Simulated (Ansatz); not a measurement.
Gas-phase electronic energies from Ansatz, PBE0-D4/def2-TZVP geometries. CCSD(T)/CBS is the MP2 limit (def2-TZVPP, def2-QZVPP) plus CCSD(T) − MP2 in def2-TZVPP, frozen cores. This one scheme is used for every species. DFT in def2-TZVPP. B3LYP here is the variant with VWN-RPA as its local correlation; programs differ in this. One conformer a species, not always the lowest.

Reaction (substitution at a C–C bond): `c1ccc(CCc2ccccc2)cc1` + `N=O` → `O=Nc1ccccc1` + `CCc1ccccc1`

CCSD(T)/CBS gives -0.19 eV.

Task: Another level gave -0.46 eV. Which?
A. B3LYP-D4/def2-TZVPP
B. r2SCANh/def2-TZVPP
C. CCSD(T)/def2-TZVPP
D. B97M-V/def2-TZVPP

Result: B. r2SCANh -0.46, B97M-V -0.40, CCSD(T)/def2-TZVPP -0.17, B3LYP-D4 -0.33 eV.

Largest T1 diagnostic among the species: 0.015.

From r2SCAN to r2SCAN0 (25 % exact exchange), in def2-TZVPP and without D4, ΔE moves by +0.08 eV. At CCSD(T), def2-SVP lies +0.05 eV from the extrapolated value and def2-TZVPP +0.02 eV.
